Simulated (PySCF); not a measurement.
Homolysis of single bonds, series Al F-H. Isolated molecules, 0 K electronic values unless said otherwise. Strings in code marks are SMILES.

Method: B3LYP-D3(BJ)/def2-TZVP // PBE0-D3(BJ)/def2-TZVP run with PySCF. B3LYP has the VWN-RPA correlation part, as in Gaussian. 

| species | dipole moment (D) | HOMO–LUMO gap (eV) | HOMO (eV) |
|---|---|---|---|
| radical fragment (`[F][Al][F]`) | 1.87 | – | – |
| whole molecule (`[F][AlH][F]`) | 1.35 | ? | -9.93 |
| radical fragment (`[AlH][F]`) | 1.61 | – | – |
| whole molecule (`[F][AlH2]`) | 1.35 | 7.00 | -8.61 |
| whole molecule (`[AlH3]`) | ? | 6.42 | -8.40 |

Problem. Complete the blanks.

Solution. 
- whole molecule (`[F][AlH][F]`), HOMO–LUMO gap (eV): 8.77
- whole molecule (`[AlH3]`), dipole moment (D): 0.00
